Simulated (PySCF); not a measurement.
A structure optimised at PBE-D3(BJ)/def2-SVP, used in a PySCF frequency run:

```xyz
6

Zr     0.0000     0.0000     0.2113
Cl    -1.9264    -1.1122    -0.5562
Cl     0.0000     2.2244    -0.5562
Cl     1.9264    -1.1122    -0.5562
O      0.0000     0.0000     2.1047
H      0.0000     0.0000     3.0729
```

Write its SMILES, formula and point group.

[OH][Zr]([Cl])([Cl])[Cl], Cl3HOZr, C3v

What are its rotational constants (standard atomic weights)?

1.3285, 1.3285, 0.96041 GHz
